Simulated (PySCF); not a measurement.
## ¹⁷O chemical shifts

Gas phase, relativity neglected, one conformer, rapidly exchanging positions averaged. GIAO PBE0/pcSseg-1 shieldings; geometry from GFN2-xTB; PySCF 2.14.0 with density-fitted response routines.

Shieldings were converted by a linear fit to measured shifts: ¹⁷O (scatter 10.7 ppm rms, 12.2 ppm with the 3 outliers that the fit left out vs liquid water, solution or neat liquid). A few per cent of atoms miss by over 2 rms, more outside the fitted compound classes.

Question: Give the ¹⁷O shifts of `COc1[pH]cc(C)c1C`, `CC1C=CP(CO)C=C1`, `C[SiH2]NC(C)=O`, `CC(=O)c1cccnn1`.

Answer: 
```tsv
compound	environment	δ (ppm)
COc1[pH]cc(C)c1C	ether oxygen	63.5
CC1C=CP(CO)C=C1	alcohol oxygen	-7.7
C[SiH2]NC(C)=O	amide-type carbonyl oxygen	374.7
CC(=O)c1cccnn1	ketone oxygen	561.2
```

Question: Order these by ¹⁷O shift, lowest first.
A. CC(=O)[Si@@H]1CC[SiH2]N1
B. Cc1oc(C(C)C)cp1
C. COc1cnnn1C(C)C
D. C=C/C=C(/C#N)NC=O
E. CC(=O)c1ccnnc1
F. C/C=C\P1(=O)CC=CC1

Answer: C (31.0 ppm, ether oxygen), F (70.6 ppm, P=O oxygen), B (295.1 ppm, aromatic ring oxygen), D (384.0 ppm, amide-type carbonyl oxygen), E (581.9 ppm, ketone oxygen), A (757.0 ppm, carbonyl oxygen).

In solution the two oxygens of a carboxylic acid give one averaged line by proton exchange, and hydrogen bonding shields acid and N–H amide carbonyl oxygens by tens of ppm; neither is in these numbers.
